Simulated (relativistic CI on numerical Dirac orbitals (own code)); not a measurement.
**What each ingredient does to the levels of Bi47+**

Base calculation: Dirac-Coulomb-Breit CI, orbitals from a KLI potential per configuration, a model potential for QED, unscaled Slater integrals.

CI space (outside the closed core [Ar] 3d10): 4s2.4p6, 4s2.4p5.4d, 4s.4p6.4d, 4s2.4p5.4f, 4s.4p6.4f, 4p6.4d.4f, 4s2.4p5.5s, 4s2.4p5.5p, 4s.4p6.5s, 4s2.4p5.5d, 4s2.4p5.5f, 4s.4p6.5p, 4s2.4p5.5g, 4s.4p6.5d, 4p6.4f.5s, 4s.4p6.5f, 4s2.4p5.6s, 4s2.4p5.6p, 4s.4p6.5g, 4s2.4p5.6d, 4s2.4p5.6f, 4p6.4d2, 4p5.4d3, 4p5.4d2.4f, 4p5.4d2.5s, 4p5.4d2.5p, 4p6.4f2, 4p5.4d.4f2, 4p5.4f3, 4p5.4f2.5s, 4p5.4f2.5p, 4p6.4d.5s, 4p5.4d.4f.5s, 4p5.4d.5s2, 4p5.4d.5s.5p. Double excitations out of closed p, d and f shells are left out; levels of such configurations are missing from the list, as are those of other unlisted configurations, and high levels can miss mixing partners. These lack a partner that the ground configuration has and come out too high: 4s2.4p5.5d, 4s2.4p5.5f, 4s2.4p5.5g, 4s2.4p5.6s, 4s2.4p5.6p.

Variants: (1) valence Slater integrals scaled by 0.9; (2) one mean potential for all configurations. Shifts of the energy above 4s2.4p6 1S_0, in eV, for the lowest level and the first level of each name with at least 55 % of one term (blank where a level changes its place among those of its configuration and J or its character, or is not in the variant):

```tsv
Level	Base	Δ(1)	Δ(2)
4s2.4p6 1S_0	0.000	0.000	0.000
4s2.4p5.4d 3P°_0	180.697	+1.150	-0.030
4s2.4p5.4d 3P°_1	186.889	+0.681	-0.030
4s2.4p5.4d 3F°_3	189.724	+0.269	-0.030
4s2.4p5.4d 3F°_4	221.135	+0.653	-0.030
4s2.4p5.4d 3D°_3	230.745	-0.338	-0.030
4s2.4p5.4d 3F°_2	358.736	+0.516	-0.032
4s2.4p5.4f 3D_1	442.332	+1.669	-0.170
4s2.4p5.4f 3D_2	449.521	+1.048	-0.175
4s2.4p5.4f 3G_4	453.340	+0.189	-0.186
4s2.4p5.4f 3F_3	456.933	-0.076	-0.184
4s2.4p5.4f 3G_5	460.397	+0.421	-0.188
4s2.4p5.4f 3F_4	468.694	-0.406	-0.185
4s2.4p5.4f 1D_2	470.512	-0.703	-0.185
4s.4p6.4d 3D_1	505.092	-0.515	-0.011
4s.4p6.4d 3D_2	507.039	-0.503	-0.007
4s.4p6.4d 3D_3	536.239	+0.291	-0.004
4s.4p6.4d 1D_2	545.856	-0.710	+0.003
4s2.4p5.4f 3G_3	624.253	+0.202	-0.197
4s.4p6.4f 3F°_2	765.221	+0.172	-0.151
4s.4p6.4f 3F°_3	767.033	+0.063	-0.152
4s.4p6.4f 3F°_4	774.921	+0.195	-0.153
```

At this charge energies of transitions that change n are usually good to better than 1 %, and those within a shell (Δn = 0) to a few per cent.

Ionisation energy from the two ground configurations alone: base 2640.08 eV. The NIST ASD value (theoretical) is 2641 eV.

LS names give the leading component of a level, which can be under half, so a name can repeat, a term be missing and a line seem to break the LS rules.
